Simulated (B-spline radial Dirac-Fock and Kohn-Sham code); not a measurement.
## Dipole and non-dipole photoemission parameters of Si⁺ 2p1/2

System: Si⁺ in the configuration [Ne] 3s2 3p1; threshold 118.0 eV (orbital energy of the model). Calculated with a radial B-spline solver, using Dirac-Hartree-Slater photoionisation with a Latter tail; cross sections with all multipoles, angular parameters from the dipole term and its interference with E2.

For linearly polarised light dσ/dΩ = σ/(4π) [1 + β P₂(cos θ) + (δ + γ cos²θ) sin θ cos φ], with θ from the polarisation vector and φ the angle between the beam and the projection of the electron momentum on the plane normal to the polarisation.

| hν (eV) | σ (kb) | β | γ | δ |
| --- | --- | --- | --- | --- |
| 144 | 1560 | 0.975 | -0.025 | 0.010 |
| 169 | 1300 | 1.223 | 0.000 | 0.011 |
| 173 | 1250 | 1.248 | 0.004 | 0.011 |
| 200 | 960 | 1.363 | 0.029 | 0.012 |
| 300 | 381 | 1.482 | 0.117 | 0.015 |
| 424 | 156 | 1.468 | 0.209 | 0.019 |
| 581 | 65.7 | 1.402 | 0.298 | 0.024 |
| 669 | 43.8 | 1.359 | 0.339 | 0.027 |
| 1220 | 7.09 | 1.122 | 0.516 | 0.050 |
| 1253.6 | 6.51 | 1.110 | 0.524 | 0.052 |
| 1486.9 | 3.77 | 1.031 | 0.572 | 0.062 |
| 1500 | 3.66 | 1.027 | 0.575 | 0.062 |
| 1650 | 2.69 | 0.982 | 0.601 | 0.069 |
| 1980 | 1.47 | 0.895 | 0.650 | 0.083 |
| 2590 | 0.592 | 0.768 | 0.716 | 0.108 |
| 2750 | 0.482 | 0.740 | 0.730 | 0.115 |
| 2770 | 0.470 | 0.737 | 0.732 | 0.115 |
| 3630 | 0.183 | 0.619 | 0.793 | 0.147 |
| 6000 | 0.0298 | 0.434 | 0.912 | 0.222 |
| 6300 | ? | ? | ? | ? |
| 7770 | 0.0114 | 0.355 | 0.984 | 0.269 |
| 8100 | 0.00976 | 0.343 | 0.996 | 0.277 |
| 9251.7 | 0.00591 | 0.307 | 1.037 | 0.305 |
| 11200 | 0.00285 | 0.259 | 1.097 | 0.347 |
| 12100 | 0.00212 | 0.241 | 1.122 | 0.365 |
| 14000 | 0.00120 | 0.208 | 1.170 | 0.401 |

Question: Give the values at 6300 eV.

Answer: σ = 0.0249 kb, β = 0.418, γ = 0.925, δ = 0.231.
